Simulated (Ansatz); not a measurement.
# Two-coordinate energy map

AlHSeF2 (SMILES [F][Al]([F])[SeH]), singlet, PBE0-D4/def2-TZVP minimum:

| atom | x (Å) | y (Å) | z (Å) |
| --- | --- | --- | --- |
| F1 | 0.8200 | -0.3562 | 2.0135 |
| Al2 | 0.4067 | -0.2812 | 0.4318 |
| F3 | 1.2292 | -1.1920 | -0.6525 |
| Se4 | -1.3025 | 1.0886 | -0.2198 |
| H5 | -1.1036 | 0.6671 | -1.6143 |

Rows set the bond length Al2–F3 (Å; 1.638 at the minimum), columns the angle Se4–Al2–F3 (°; 121.3), set in this order; the parts move rigidly, in a bend the first-named atom's side turns in the plane, and in a torsion the whole end group turns. CCSD(T) energies count from the value at that structure, in eV. Program: Ansatz 0.2.0. Basis: def2-TZVPP. Cores are frozen in the correlated methods. Filled d shells of the heavier atoms are correlated. The def2 sets are not built for correlating such inner shells, so the correlated values are less sure here.

```tsv
Al2–F3 \ Se4–Al2–F3	103.3	112.3	121.3	130.3	139.3
1.474	0.834	0.654	?	0.617	0.751
1.555	?	0.190	0.130	0.168	0.307
1.673	0.206	0.061	0.016	0.064	0.209
1.812	0.487	0.368	0.340	0.399	0.552
1.965	1.059	0.966	?	1.028	?
```

Task: Fill in the withheld cells. (To be estimated.)

Result: Computed: (1.474, 121.3): 0.585; (1.555, 103.3): 0.356; (1.965, 121.3): 0.956; (1.965, 139.3): 1.189 eV. These count from the CCSD(T) energy at the PBE0-D4 minimum.

The same grid for a cheaper method: r2SCAN-D4 − CCSD(T), both counted from the minimum, in eV:
| Al2–F3 \ Se4–Al2–F3 | 103.3 | 112.3 | 121.3 | 130.3 | 139.3 |
| --- | --- | --- | --- | --- | --- |
| 1.474 | -0.026 | -0.018 | -0.014 | -0.015 | -0.020 |
| 1.555 | -0.015 | -0.007 | -0.004 | -0.005 | -0.011 |
| 1.673 | -0.010 | -0.003 | 0.000 | -0.002 | -0.009 |
| 1.812 | -0.015 | -0.009 | -0.007 | -0.010 | -0.018 |
| 1.965 | -0.032 | -0.026 | -0.026 | -0.030 | -0.039 |

The T1 diagnostic stays at or below 0.013.

For scale, one of the runs: CCSD(T)/def2-TZVPP, 166 basis functions (an equivalent command: `ansatz run in.yaml --threads 4`). The run took 38 s on 4 CPU threads (shared host), with 1.4 GiB of host memory at its peak.
